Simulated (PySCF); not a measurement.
An excited-state job on `N[SiH]([GeH3])[GeH3]`.

Method: TDDFT PBE0/def2-SVPD, vertical, gas phase, core orbitals frozen in the response (PySCF 2.14.0, density-fitted response routines). Geometry: GFN2-xTB. The command runs a driver script over a list of jobs; the input below is this job's line of settings and its coordinates in Å.

Command:
```bash
OMP_NUM_THREADS=1 python probes_run.py task.json out
```

Input:
```
{"job": {"kind": "uv", "xc": "PBE0", "basis": "def2-SVPD", "nstates": 8, "ntriplets": 3}, "charge": 0, "multiplicity": 1}
N      0.229990     1.922025     0.513662
Si    -0.062362     0.498460    -0.411560
Ge     1.764627    -0.986197    -0.439147
Ge    -1.987688    -0.468947     0.489351
H      1.093866     2.426632     0.395499
H     -0.071952     1.969487     1.473082
H     -0.291924     0.963446    -1.785972
H      3.031826    -0.361661    -0.956270
H      2.205088    -1.535073     0.890229
H      1.628506    -2.221453    -1.279515
H     -1.880810    -0.914230     1.921225
H     -2.464047    -1.706144    -0.210192
H     -3.199509     0.414140     0.503288
```

Output:
```
coarse grid: 48616 points
cycle   1  E = -4502.2619214993  dE = -1.088e+00  |g| = 5.923e-01  |ddm| = 4.104e+00
cycle   2  E = -4502.2204395006  dE =  4.148e-02  |g| = 7.328e-01  |ddm| = 1.329e+00
cycle   3  E = -4502.3101726863  dE = -8.973e-02  |g| = 9.133e-02  |ddm| = 8.918e-01
cycle   4  E = -4502.3120998095  dE = -1.927e-03  |g| = 1.884e-02  |ddm| = 1.320e-01
cycle   5  E = -4502.3121497268  dE = -4.992e-05  |g| = 3.758e-03  |ddm| = 2.343e-02
cycle   6  E = -4502.3121536557  dE = -3.929e-06  |g| = 5.603e-04  |ddm| = 9.266e-03
final grid: 97344 points
cycle   7  E = -4502.3121207133  dE = -1.009e-07  |g| = 4.996e-04  |ddm| = 5.054e-03
cycle   8  E = -4502.3121207270  dE = -1.374e-08  |g| = 5.233e-04  |ddm| = 1.584e-03
cycle   9  E = -4502.3121207917  dE = -6.471e-08  |g| = 5.075e-05  |ddm| = 6.726e-04
cycle  10  E = -4502.3121207923  dE = -5.948e-10  |g| = 5.674e-06  |ddm| = 7.250e-05
converged SCF energy = -4502.3121207923

Static polarisability (au): isotropic 104.130, principal 87.493 99.855 125.041

Singlet excitations
state   eV       nm        f      main configurations
  1   5.4517    227.4   0.01005   H->L 0.97
  2   6.1569    201.4   0.06134   H->L+1 0.92
  3   6.4654    191.8   0.02422   H->L+2 0.90
  4   6.6586    186.2   0.04357   H-1->L 0.43, H->L+3 0.41
  5   6.7694    183.2   0.02893   H->L+3 0.46, H-1->L 0.45
  6   6.9134    179.3   0.13963   H->L+4 0.84
  7   7.2149    171.8   0.06314   H->L+5 0.83
  8   7.3117    169.6   0.19559   H-1->L+1 0.71, H-2->L 0.09

Triplet excitations (Tamm-Dancoff, eV): 5.0286 5.6603 6.0599
```

The SCF starts on a coarse grid where the log names one; the energy can jump when the final grid takes over, and dE then counts from the start density on the new grid. H and L stand for HOMO and LUMO; the number after each pair is its weight.

Q: Give the mean polarisability as a volume in Å³, and the ratio of the largest to the smallest principal value.

A: 104.130 au × 0.148185 = 15.43 Å³; 125.041/87.493 = 1.43.

Q: How does the lowest singlet excitation compare with the HOMO–LUMO gap?

A: HOMO -7.26 eV and LUMO -0.51 eV give a gap of 6.75 eV; S1 at 5.45 eV lies 1.30 eV below it.

Main results: HOMO -7.26 eV, LUMO -0.51 eV; lowest singlet 5.45 eV; lowest triplet 5.03 eV (Tamm–Dancoff); mean polarisability 104.1 au.

 GFN2-xTB frequencies show an imaginary mode (35i cm⁻¹), so this geometry is no minimum at that level. Relativistic effects, spin–orbit coupling among them, are left out although an element past zinc is present.

Q: Estimate the wall time. Hardware: an Arm Neoverse V1 with one thread, no GPU (shared host). And the peak memory of the process?

A: About 44 s (density and orbital grids were written too), with 0.76 GiB resident at the peak, the Python interpreter and its libraries included.

One conformer stands for the species.
Labels such as C1 count atoms from 1, the log's own numbers from 0.
